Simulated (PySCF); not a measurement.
Constitutional and geometric isomers with formula C2H6N2. All species are isolated molecules in the gas phase. One relaxed conformer stands for each flexible species; it need not be the lowest. Strings in code marks are SMILES.

Level of theory: PBE-D3(BJ)/def2-TZVP // B3LYP-D3(BJ)/def2-TZVP run with PySCF. All candidates: neutral, multiplicity 1. 

| Property | Result |
|---|---|
| HOMO | -5.45 eV |
| HOMO–LUMO gap | 5.30 eV |
| LUMO | -0.15 eV |

Problem. Name which member has these values.
(A) `C=C(N)N`
(B) `[H]/N=C(/C)N`
(C) `C=NCN`
(D) `C/N=C\N`

Solution. D, `C/N=C\N`. The others give `C=NCN`: -5.71 eV, 4.17 eV, -1.54 eV; `C=C(N)N`: -4.31 eV, 4.15 eV, -0.16 eV; `[H]/N=C(/C)N`: -5.66 eV, 5.47 eV, -0.19 eV
